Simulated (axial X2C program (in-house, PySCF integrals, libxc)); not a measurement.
Worked dissociation energy of ScN⁺: B97-3, without spin–orbit coupling

Calculated with an in-house relativistic program for diatomic molecules. Spin-free means the one-electron spin-free X2C Hamiltonian. Basis: Sc dyall-cv3z [10s11p7d5f2g], N dyall-av3z [7s7p3d2f] (cores contracted in-house); Gaussian nuclei, density fitting, unrestricted open shells. Masses: Sc 44.956 u, N 14.003 u.

Molecular state: M_S = 1/2, Λ = 0 (beyond evenly filled blocks: σα).

```
E(Sc+) (2M_S = 2, M_L = 0) : -763.866890 hartree
E(N) (2M_S = 3, M_L = 0)   : -54.621057 hartree
E(ScN⁺) at Re              : -818.627545 hartree
ωe                         : 1000.1 cm⁻¹
ωexe                       : 4.83 cm⁻¹
```

Problem. Work out De and D0.

Solution. De = -763.866890 + (-54.621057) − (-818.627545) = 0.13960 hartree = 3.799 eV. The zero-point energy is ωe/2 − ωexe/4 = 499 cm⁻¹ = 0.062 eV, so D0 = 3.737 eV.

One determinant describes the state; a PBE0 search over occupations chose it and may have missed a lower one. Dissociation energies refer to the lowest single-determinant-based atoms at the same level and basis. The determinant is spin-polarised beyond a pure state at some levels (its spin-free form has ⟨S²⟩ too high), which makes Re and μ there less reliable.

Each atomic determinant is the lowest at this level and need not be a pure term. Totals compare only within one Hamiltonian and basis.
